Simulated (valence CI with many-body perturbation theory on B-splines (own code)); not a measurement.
Gd49+: electric-dipole lines

Level of theory: valence CI with perturbative core correlation (CI+MBPT): five valence electrons over a frozen Dirac-Fock core [Ne], radial functions for each j: 9 s, 9 p, 8 d, 6 f, 3 g, 1 h, with the one-electron correlation potential Σ1 (screened to all orders), the two-electron term Σ2, the three-electron term Σ3, Breit, model QED; selected single and double excitations, second order for the rest (own B-spline code, finite nucleus).

No measured spectrum was set against this ion. As an estimate, large intervals hold to a few tenths of a per cent, small ones and those within an open d or f shell to about a per cent. Among the levels kept, up to 610 cm⁻¹ of a level comes from second order outside the variational space, and about a tenth of that is noise between levels of different J, which matters for small intervals.

Lines 1 to 50 of 208 in falling wavelength, among levels below 43.461 Ry, chosen from the strongest by gf and those to the six lowest levels. Wavelengths and rates use the calculated energies. Electric multipoles are in the length gauge, E1 and E2 with the static RPA response of the core. Weak lines are less certain than strong ones. Lines between different terms over intervals too small for the method are left out, as are lines whose strength nearly cancels. The highest levels of a list are the least certain.

Levels are named by their leading jj configuration (3d3/2^4 stands for four electrons in 3d with j = 3/2), which in mixed levels can hold well under half, so a name can repeat and another be missing. Letters in brackets count levels of one name in rising energy.

```csv
λ vac (nm),Upper,Lower,A (s⁻¹),log gf,Branch %
1325,(3s^2 3p1/2^2 3d3/2) J=3/2,(3s^2 3p1/2 3p3/2^2) J=1/2,2.26e-02,-8.62,0.0
91.31,(3s^2 3p1/2^2 3d3/2) J=3/2,(3s^2 3p1/2 3p3/2^2) J=5/2,2.75e+05,-3.86,0.0
52.45,(3s^2 3p1/2^2 3d3/2) J=3/2,(3s^2 3p1/2 3p3/2^2) J=3/2,1.43e+04,-5.63,0.0
19.44,(3s^2 3p1/2^2 3d5/2) J=5/2,(3s^2 3p1/2 3p3/2^2) J=5/2,1.90e+07,-3.19,0.0
16.79,(3s^2 3p1/2^2 3d5/2) J=5/2,(3s^2 3p1/2 3p3/2^2) J=3/2,2.53e+07,-3.19,0.0
13.15,(3s 3p1/2^2 3p3/2 3d3/2) J=5/2 [a],(3s^2 3p1/2 3p3/2 3d3/2) J=3/2 [b],1.24e+09,-1.72,4.9
12.92,(3s 3p1/2^2 3p3/2 3d3/2) J=3/2 [a],(3s^2 3p1/2 3p3/2 3d3/2) J=1/2 [b],4.28e+08,-2.37,1.0
12.73,(3s 3p1/2^2 3p3/2 3d3/2) J=1/2 [a],(3s^2 3p1/2 3p3/2 3d3/2) J=1/2 [b],6.71e+08,-2.49,2.8
11.36,(3s 3p1/2^2 3p3/2 3d3/2) J=7/2,(3s^2 3p1/2 3p3/2 3d3/2) J=5/2 [b],4.41e+09,-1.17,19.7
10.60,(3s^2 3p3/2^3) J=3/2,(3s^2 3p1/2^2 3d5/2) J=5/2,1.34e+06,-5.04,1.3
10.58,(3s 3p1/2^2 3p3/2 3d3/2) J=3/2 [b],(3s^2 3p1/2 3p3/2 3d3/2) J=1/2 [b],1.55e+09,-1.98,0.7
10.56,(3s 3p1/2^2 3p3/2 3d3/2) J=3/2 [b],(3s^2 3p1/2 3p3/2 3d3/2) J=3/2 [b],3.31e+09,-1.65,1.4
10.33,(3s 3p1/2^2 3p3/2 3d5/2) J=3/2 [a],(3s^2 3p1/2 3p3/2 3d5/2) J=3/2 [b],5.73e+08,-2.44,0.4
9.957,(3s 3p1/2^2 3p3/2 3d3/2) J=3/2 [b],(3s^2 3p1/2 3p3/2 3d3/2) J=5/2 [b],1.08e+09,-2.19,0.5
9.857,(3s 3p1/2^2 3p3/2 3d5/2) J=9/2,(3s^2 3p1/2 3p3/2 3d5/2) J=9/2,6.53e+09,-1.02,28.2
9.855,(3s 3p1/2^2 3p3/2 3d3/2) J=5/2 [a],(3s^2 3p1/2 3p3/2 3d3/2) J=7/2,1.66e+09,-1.84,6.5
9.832,(3s 3p1/2^2 3p3/2 3d5/2) J=7/2 [a],(3s^2 3p1/2 3p3/2 3d5/2) J=5/2 [b],6.16e+09,-1.15,3.5
9.774,(3s 3p1/2^2 3p3/2 3d5/2) J=7/2 [a],(3s^2 3p1/2 3p3/2 3d5/2) J=7/2 [b],4.19e+09,-1.32,2.4
9.593,(3s 3p1/2^2 3p3/2 3d3/2) J=5/2 [b],(3s^2 3p1/2 3p3/2 3d3/2) J=3/2 [b],1.06e+09,-2.06,0.2
9.576,(3s 3p1/2^2 3p3/2^2) J=5/2,(3s^2 3p1/2 3p3/2^2) J=5/2,6.08e+09,-1.30,4.3
9.368,(3s 3p1/2^2 3p3/2 3d3/2) J=1/2 [b],(3s^2 3p1/2 3p3/2 3d3/2) J=1/2 [b],7.78e+09,-1.69,1.5
9.353,(3s 3p1/2^2 3p3/2 3d3/2) J=1/2 [b],(3s^2 3p1/2 3p3/2 3d3/2) J=3/2 [b],2.70e+09,-2.15,0.5
9.287,(3s 3p1/2^2 3p3/2 3d3/2) J=7/2,(3s^2 3p1/2 3p3/2 3d3/2) J=7/2,8.30e+09,-1.07,37.0
9.268,(3s 3p1/2^2 3p3/2 3d3/2) J=5/2 [a],(3s^2 3p1/2 3p3/2 3d3/2) J=3/2 [a],2.05e+09,-1.80,8.0
9.154,(3s 3p1/2^2 3p3/2 3d3/2) J=3/2 [a],(3s^2 3p1/2 3p3/2 3d3/2) J=1/2 [a],1.90e+09,-2.02,4.3
9.140,(3s 3p1/2^2 3p3/2 3d3/2) J=3/2 [a],(3s^2 3p1/2 3p3/2 3d3/2) J=3/2 [a],6.24e+09,-1.51,14.0
9.119,(3s 3p1/2^2 3p3/2 3d3/2) J=5/2 [a],(3s^2 3p1/2 3p3/2 3d3/2) J=5/2 [a],8.74e+09,-1.18,34.4
9.089,(3s 3p1/2^2 3p3/2 3d3/2) J=5/2 [b],(3s^2 3p1/2 3p3/2 3d3/2) J=5/2 [b],4.60e+09,-1.47,1.0
9.075,(3s 3p1/2^2 3p3/2 3d5/2) J=9/2,(3s^2 3p1/2 3p3/2 3d5/2) J=7/2 [a],1.66e+10,-0.69,71.5
9.060,(3s 3p1/2^2 3p3/2 3d3/2) J=1/2 [a],(3s^2 3p1/2 3p3/2 3d3/2) J=1/2 [a],1.06e+10,-1.59,44.7
9.046,(3s 3p1/2^2 3p3/2 3d3/2) J=1/2 [a],(3s^2 3p1/2 3p3/2 3d3/2) J=3/2 [a],5.61e+09,-1.86,23.7
9.033,(3s 3p1/2^2 3p3/2 3d5/2) J=1/2,(3s^2 3p1/2 3p3/2 3d5/2) J=1/2,1.89e+09,-2.34,1.0
8.994,(3s 3p1/2^2 3p3/2 3d3/2) J=3/2 [a],(3s^2 3p1/2 3p3/2 3d3/2) J=5/2 [a],7.19e+09,-1.46,16.1
8.967,(3s 3p1/2^2 3p3/2 3d5/2) J=5/2 [a],(3s^2 3p1/2 3p3/2 3d5/2) J=5/2 [a],1.04e+10,-1.13,5.8
8.886,(3s 3p1/2^2 3p3/2^2) J=5/2,(3s^2 3p1/2 3p3/2^2) J=3/2,9.86e+09,-1.15,6.9
8.847,(3s 3p1/2^2 3p3/2 3d5/2) J=1/2,(3s^2 3p1/2 3p3/2 3d5/2) J=3/2 [b],1.78e+10,-1.38,9.0
8.840,(3s 3p1/2^2 3p3/2 3d5/2) J=7/2 [b],(3s^2 3p1/2 3p3/2 3d5/2) J=5/2 [b],5.73e+09,-1.27,1.3
8.793,(3s 3p1/2^2 3p3/2 3d5/2) J=7/2 [b],(3s^2 3p1/2 3p3/2 3d5/2) J=7/2 [b],3.17e+09,-1.53,0.7
8.792,(3s 3p1/2 3p3/2^3) J=5/2,(3s^2 3p3/2^3) J=3/2,1.05e+10,-1.14,2.4
8.742,(3s 3p1/2^2 3p3/2^2) J=3/2,(3s^2 3p1/2 3p3/2^2) J=1/2,1.87e+06,-5.07,0.0
8.724,(3s 3p1/2^2 3p3/2^2) J=1/2,(3s^2 3p1/2 3p3/2^2) J=1/2,2.12e+10,-1.32,8.7
8.723,(3s 3p1/2^2 3p3/2 3d5/2) J=5/2 [a],(3s^2 3p1/2 3p3/2 3d5/2) J=3/2 [a],1.47e+10,-1.00,8.2
8.635,(3s 3p1/2^2 3p3/2 3d5/2) J=3/2 [b],(3s^2 3p1/2 3p3/2 3d5/2) J=1/2,1.31e+10,-1.23,2.7
8.630,(3s 3p1/2^2 3p3/2 3d3/2) J=7/2,(3s^2 3p1/2 3p3/2 3d3/2) J=5/2 [a],2.17e+09,-1.71,9.7
8.478,(3s 3p1/2^2 3p3/2 3d5/2) J=7/2 [a],(3s^2 3p1/2 3p3/2 3d5/2) J=5/2 [a],4.10e+08,-2.45,0.2
8.465,(3s 3p1/2^2 3p3/2 3d5/2) J=3/2 [b],(3s^2 3p1/2 3p3/2 3d5/2) J=3/2 [b],1.61e+10,-1.16,3.3
8.462,(3s 3p1/2^2 3p3/2 3d5/2) J=3/2 [a],(3s^2 3p1/2 3p3/2 3d5/2) J=5/2 [a],1.67e+10,-1.14,12.3
8.433,(3s 3p1/2^2 3p3/2 3d5/2) J=7/2 [a],(3s^2 3p1/2 3p3/2 3d5/2) J=9/2,4.73e+09,-1.39,2.7
8.245,(3s 3p1/2^2 3p3/2 3d5/2) J=3/2 [a],(3s^2 3p1/2 3p3/2 3d5/2) J=3/2 [a],5.73e+09,-1.63,4.2
8.195,(3s 3p1/2^2 3p3/2 3d5/2) J=5/2 [b],(3s^2 3p1/2 3p3/2 3d5/2) J=5/2 [b],8.68e+09,-1.28,1.8
```

Task: How does gf follow from A for the line at 9.140 nm?

Result: gf = 1.4992 × (2J+1)_upper × A / σ², with σ = 1094132 cm⁻¹ and 2J+1 = 4: gf = 0.0312.
